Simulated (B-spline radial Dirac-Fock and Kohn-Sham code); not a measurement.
## f′ and f″ of Fe, 7.28 keV to 76.86 keV

These are calculated numbers from a radial finite-basis atomic code; the model is the dispersion relation over Dirac-Hartree-Slater subshell photoionisation cross sections, with the Kissel-Pratt high-energy constant (isolated atom, no bound-bound lines or fine structure). The forward scattering factor is f₀ + f′ + i f″.

The run's input, task.json:

```json
{"items": [{
  "Z": 26,
  "q": 0,
  "cfg": [[1, 0, 2], [2, 0, 2], [2, 1, 6], [3, 0, 2], [3, 1, 6], [3, 2, 6], [4, 0, 2]],
  "A": 56,
  "rrms": 3.7377,
  "do": "dispersion",
  "hv": [1000.0, 1167.0, 1253.6, 1486.9, 1671.0, 1723.0, 2000.0, 2083.0, 2416.0, 2577.0, 2984.4, 4000.0, 4510.9, 4925.0, 5414.7, 6000.0, 6403.9, 6930.3, 7280.0, 7882.0, 8047.8, 9251.7, 11050.0, 11980.0, 12000.0, 12870.0, 14690.0, 15000.0, 15010.0, 16230.0, 17479.3, 17560.0, 18420.0, 22162.9, 24209.8, 26590.0, 28240.0, 30000.0, 30450.0, 34490.0, 39090.0, 40000.0, 52490.0, 76860.0],
  "edges": {"K": 7112.0, "L1": 844.6, "L2": 719.9, "L3": 706.8, "M1": 91.3}
}]}
```

Run with: `python xray2_run.py task.json out`

Edges near this range: K 7112.0 eV.

| hν (eV) | λ (Å) | f′ (e) | f″ (e) | tabulated f′ | tabulated f″ |
| --- | --- | --- | --- | --- | --- |
| 7280 | 1.703 | -3.179 | 3.759 | -3.04 | 3.76 |
| 7882 | 1.573 | -1.365 | 3.336 | -1.32 | 3.28 |
| 8047.8 | 1.541 | -1.136 | 3.228 | -1.11 | 3.17 |
| 9251.7 | 1.340 | -0.271 | 2.574 | -0.25 | 2.55 |
| 11050 | 1.122 | 0.165 | 1.915 | 0.17 | 1.88 |
| 11980 | 1.035 | 0.259 | 1.669 | 0.26 | 1.64 |
| 12000 | 1.033 | 0.260 | 1.664 | 0.26 | 1.63 |
| 12870 | 0.9634 | 0.311 | 1.475 | 0.31 | 1.45 |
| 14690 | 0.8440 | 0.355 | 1.169 | 0.35 | 1.15 |
| 15000 | 0.8266 | 0.358 | 1.127 | 0.36 | 1.11 |
| 15010 | 0.8260 | 0.358 | 1.125 | 0.36 | 1.11 |
| 16230 | 0.7639 | 0.359 | 0.979 | 0.36 | 0.96 |
| 17479.3 | 0.7093 | 0.351 | 0.856 | 0.35 | 0.84 |
| 17560 | 0.7061 | 0.351 | 0.849 | 0.35 | 0.83 |
| 18420 | 0.6731 | ? | ? | ? | ? |
| 22162.9 | 0.5594 | 0.295 | 0.552 | 0.29 | 0.54 |
| 24209.8 | 0.5121 | 0.268 | 0.468 | 0.26 | 0.46 |
| 26590 | 0.4663 | 0.238 | 0.391 | 0.23 | 0.39 |
| 28240 | 0.4390 | 0.220 | 0.349 | 0.22 | 0.34 |
| 30000 | 0.4133 | 0.201 | 0.310 | 0.20 | 0.31 |
| 30450 | 0.4072 | 0.197 | 0.301 | 0.19 | 0.30 |
| 34490 | 0.3595 | 0.161 | 0.236 | 0.16 | 0.23 |
| 39090 | 0.3172 | 0.127 | 0.185 | 0.12 | 0.18 |
| 40000 | 0.3100 | 0.122 | 0.176 | 0.12 | 0.17 |
| 52490 | 0.2362 | 0.063 | 0.102 | 0.06 | 0.10 |
| 76860 | 0.1613 | 0.007 | 0.047 | 0.00 | 0.05 |

Q: What are f′ and f″ at 18420 eV?

A: f′ = 0.342 and f″ = 0.778 electrons (tables: 0.34 and 0.76). By the optical theorem f″ corresponds to a photoabsorption cross section 2 rₑ λ f″ = 2950 b.

Tabulated f′: xraylib 4.2 anomalous scattering factors (Cullen et al., EPDL97); f″: Chantler's tables (J. Phys. Chem. Ref. Data 1995 and 2000). Both are theoretical tables.
